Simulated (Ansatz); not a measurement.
Geometry optimisation, Ansatz, RKS B3LYP/def2-SVP.

The input (input.yaml):

```yaml
crystal:
  periodic: [false, false, false]
  atoms:
    - { symbol: Sn, position_ang: [-0.646206, -0.257622, -0.457314] }
    - { symbol: H, position_ang: [0.169238, 0.504711, 2.266681] }
    - { symbol: O, position_ang: [1.113297, -0.776172, 0.289402] }
    - { symbol: H, position_ang: [1.817573, -0.702056, -0.376231] }
    - { symbol: Cl, position_ang: [-0.481929, 1.969312, -1.214762] }
    - { symbol: Cl, position_ang: [-1.102315, -1.585629, -2.354462] }
    - { symbol: S, position_ang: [-2.374426, -0.611019, 1.215565] }
    - { symbol: H, position_ang: [-3.245353, -1.077681, 0.285242] }
    - { symbol: H, position_ang: [-0.494579, 0.711255, 2.446077] }
basis:
  gaussian: { orbitals: def2-SVP }
hamiltonian:
  xc: b3lyp
relax:
  f_tol: 0.03
  max_steps: 50
output:
  orbitals: {}
```

Run as:

```bash
$ ansatz run input.yaml --threads 4 --pin off --max-ram 5120MiB --backend cpu --events-out ev --progress --plain --runs-dir out
```

**Question.** Where does it end, and by what steps?

**Answer.** It converged. The force dipped under the threshold on the way, but the program's further checks kept it going. After 31 steps the energy has fallen by 0.153 eV; H9 moved furthest, 2.01 Å.

```csv
step,energy less start (eV),largest force component (eV/Å),accepted
0,0.0000,1.637,yes
2,-0.1064,0.292,yes
4,-0.1065,0.972,no
6,-0.1250,0.104,yes
8,-0.1281,0.076,yes
10,-0.1325,0.206,yes
12,-0.1342,0.285,yes
14,-0.1407,0.159,yes
16,-0.1452,0.106,yes
18,-0.1482,0.139,yes
20,-0.1500,0.090,yes
22,-0.1508,0.135,yes
24,-0.1518,0.022,yes
26,-0.1524,0.059,yes
28,-0.1528,0.022,yes
30,-0.1528,0.044,no
31,-0.1530,0.017,yes
```

```xyz
9
Properties=species:S:1:pos:R:3
Sn -0.994 -0.321 -0.750
H 0.980 0.361 2.848
O 0.517 -0.378 0.528
H 1.313 0.049 0.172
Cl -0.825 1.708 -1.941
Cl -0.811 -2.055 -2.336
S -3.017 -0.575 0.533
H -3.615 -1.258 -0.474
H 1.207 0.644 3.519
```

Whether the end is a true minimum wasn't checked by a vibrational analysis.

The run took 72 s on 4 threads of Arm Neoverse V1 (shared host), peak memory 0.32 GiB.
